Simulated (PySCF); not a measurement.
```xyz
3
charge 2 multiplicity 1, angstrom
W     0.0000    0.0000   -0.3268
S     1.6267    0.0000    0.9441
S    -1.6267    0.0000    0.9441
```

Computed with PBE0/[W def2-TZVP with ECP60, S def2-TZVP], scalar-relativistic core potentials, density fitting, no spin–orbit coupling, PySCF.

This geometry of [WS2]2+ is a stationary point at this level.

Task: What is the point group?

Result: C2v.

Task: Is it a minimum?

Result: Yes: all harmonic wavenumbers are real.

Task: List the harmonic modes with their infrared intensities.

Result: 
```
symmetry  ω (cm⁻¹)  IR (km/mol)     type
      a1       238          1.9     bend
      b2       582          7.6  stretch
      a1       610          0.6  stretch
```

In C2v the vibrations span 2a1 + b2. Here b1 is antisymmetric to the molecular plane and b2 lies in it.

Other isomers or separated fragments may lie lower. No spin–orbit coupling is included, which matters more the heavier the element.
